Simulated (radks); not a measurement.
Zn+, configuration [Ar] 3d10 4s1.

All-electron calculation, scalar-relativistic Kohn-Sham, r2SCAN, spin-polarised, spherical densities, finite nucleus; open shells are filled with parallel spins first; meta-GGA in the generalised Kohn-Sham scheme; Fermi nuclear charge, rms radius 3.9283 fm. Program: a radial shooting solver on a logarithmic mesh with Libxc functionals.

Energy parts (Ry):
total: -3591.90543
kinetic: 3649.20589
electron-nucleus: -8635.98161
Hartree: 1538.08929
exchange-correlation: -143.21901

Orbitals (lengths in bohr, moments of r in powers of bohr; r(90%) holds 90 % of the orbital's charge):
1s up: occ. 1; eigenvalue (Ry) -702.9344; <r> 0.05032; r(90%) 0.0899; <r^4> 0.00002991; <1/r> 30.22
1s down: occ. 1; eigenvalue (Ry) -702.9310; <r> 0.05032; r(90%) 0.0899; <r^4> 0.00002991; <1/r> 30.22
2s down: occ. 1; eigenvalue (Ry) -86.63112; <r> 0.2258; r(90%) 0.349; <r^4> 0.006306; <1/r> 6.603
2s up: occ. 1; eigenvalue (Ry) -86.62820; <r> 0.2258; r(90%) 0.349; <r^4> 0.006306; <1/r> 6.604
2p down: occ. 3; eigenvalue (Ry) -75.04704; <r> 0.1982; r(90%) 0.324; <r^4> 0.004693; <1/r> 6.463
2p up: occ. 3; eigenvalue (Ry) -75.04585; <r> 0.1982; r(90%) 0.324; <r^4> 0.004693; <1/r> 6.463
3s down: occ. 1; eigenvalue (Ry) -10.51713; <r> 0.6807; r(90%) 1.02; <r^4> 0.4663; <1/r> 2.088
3s up: occ. 1; eigenvalue (Ry) -10.51636; <r> 0.6809; r(90%) 1.02; <r^4> 0.4684; <1/r> 2.088
3p up: occ. 3; eigenvalue (Ry) -7.03023; <r> 0.7141; r(90%) 1.10; <r^4> 0.6445; <1/r> 1.929
3p down: occ. 3; eigenvalue (Ry) -7.02963; <r> 0.7132; r(90%) 1.10; <r^4> 0.6359; <1/r> 1.931
3d up: occ. 5; eigenvalue (Ry) -1.47586; <r> 0.9011; r(90%) 1.58; <r^4> 3.459; <1/r> 1.513
3d down: occ. 5; eigenvalue (Ry) -1.46018; <r> 0.8831; r(90%) 1.54; <r^4> 2.979; <1/r> 1.529
4s up: occ. 1; eigenvalue (Ry) -1.09308; <r> 2.388; r(90%) 3.57; <r^4> 68.87; <1/r> 0.5393
4s down: occ. 0; eigenvalue (Ry) -0.92373; <r> 2.414; r(90%) 3.66; <r^4> 76.16; <1/r> 0.5387

The highest occupied level is 4s up at -14.872 eV. The spin density at the nucleus is 11.51 e/bohr^3 (1s 0.14, 2s 0.15, 3s -0.02, 4s 11.23). The electron density at the nucleus is 2.531e+04 e/bohr^3 (large components only). The density falls to 0.001 e/bohr^3 at r = 3.62 bohr. Spin moment in Bohr magnetons: 1.

Run on one thread of a shared host, so times are rough (Intel(R) Xeon(R) Platinum 8259CL CPU @ 2.50GHz): 0.28 s of CPU time, 0.28 s wall, 15 iterations on 2259 mesh points.
